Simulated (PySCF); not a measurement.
VF5, SMILES [F][V]([F])([F])([F])[F], multiplicity 1. Atoms are numbered in the order given.

```xyz
6

V      0.0000     0.0000     0.0000
F      0.0000     0.0000     1.7317
F      0.0000     0.0000    -1.7317
F     -1.6966     0.0000     0.0000
F      0.8483     1.4693     0.0000
F      0.8483    -1.4693     0.0000
```

Geometry optimised at B3LYP-D3(BJ)/def2-SVP. The multiplicity is an assumed one; other spin states were not compared. The isomer is the one that the SMILES or the coordinates give; other isomers of the formula were not compared.

Computed with KT2/pcSseg-1 (PySCF).

GIAO shieldings, no solvent; atoms listed in one row are averaged. δ = σ(ref) − σ: ¹⁹F against CFCl3 (σ = 127.1 ppm), references at their B3LYP-D3(BJ)/def2-TZVP geometries, non-relativistic.

**Question.** Estimate the chemical shifts. (An estimate is asked for; the answer gives what the named calculation found.)

**Answer.** 
| nucleus | atoms | count | δ (ppm) |
|---|---|---|---|
| ¹⁹F | F6, F5, F4 | 3 | 467.4 |
| ¹⁹F | F2, F3 | 2 | 448.9 |
